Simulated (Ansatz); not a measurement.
Basis-set extrapolation for CH$_{5}$FOSi$_{2}$, SMILES `F[Si@@H]1O[C@H]1[SiH3]` (PBE0-D4/def2-TZVP geometry, frozen core, Ansatz 0.2.0). Multiplicity 1, RHF reference.

```tsv
	def2-TZVPP	def2-QZVPP
HF	-793.105034	-793.133867
MP2 correlation	-0.890852	-0.963278
CCSD(T) correlation	-0.960927	not run
```

Energies in hartree. Use E(X) = E(∞) + A·exp(−7.88·√X) for Hartree–Fock and E(X) = E(∞) + B·X^(−2.97) for correlation, with X = 3 and 4, and add CCSD(T) minus MP2 of the smaller set to the MP2 limit.

Problem. What is the CCSD(T) energy at the basis-set limit?

Solution. HF limit: -793.133867 + (-0.028833) × 0.13774 = -793.13784. MP2 limit: -0.963278 + (-0.072426) × 0.74074 = -1.01693. Higher-order term: -0.960927 − (-0.890852) = -0.07007. Total: -794.22484 hartree, 417.1 kJ/mol below CCSD(T)/def2-TZVPP.
